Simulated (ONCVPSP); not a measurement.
# Transferability test, ONCV potential for hafnium

| Quantity | Value |
| --- | --- |
| Element | hafnium (Hf) |
| Generator | ONCVPSP 4.0.1 |
| Type | optimised norm-conserving Vanderbilt (ONCV) |
| Functional | revPBE |
| Relativity | fully relativistic |
| Frozen core | [Kr] 4d10 4f14 |
| Valence charge | 12 |
| Reference configuration | 5s2 5p6 5d2 6s1.75 6p0.25 |
| Partial waves | 5s+6s: rc 2.10 bohr, ncon 4, nbas 7, qcut 6.1 1/bohr, 2 projectors; 5p+6p: rc 2.35 bohr, ncon 5, nbas 8, qcut 5 1/bohr, 2 projectors; 5d: rc 2.55 bohr, ncon 4, nbas 9, qcut 5.3 1/bohr, 2 projectors, debl 2.8 Ha |
| Local potential | polynomial inside 2.00 bohr (lpopt 5, dvloc0 0 Ha) |
| Core correction | Teter function, fcfact 1.5, rcfact 1.05 |

Open shells are filled in proportion to 2j + 1.

Energies are relative to the spin-unpolarised reference configuration 5s2 5p6 5d2 6s1.75 6p0.25; without spin polarisation the order of configurations can differ from experiment.

| valence configuration | charge | ΔE all-electron (eV) | error AE − PS (meV) |
| --- | --- | --- | --- |
| 5s2 5p6 5d2 6s2 6p0 | 0 | -0.922 | +0.1 |
| 5s2 5p6 5d2 6s0 6p0 | +2 | 21.019 | +21 |
| 5s2 5p6 5d1 6s2 6p0 | +1 | 5.520 | -2.0 |

What are ΔE and the potential's error for 5s2 5p6 5d2 6s1 6p0?

ΔE = 6.985 eV all-electron; the error (AE − PS) is +1.9 meV.
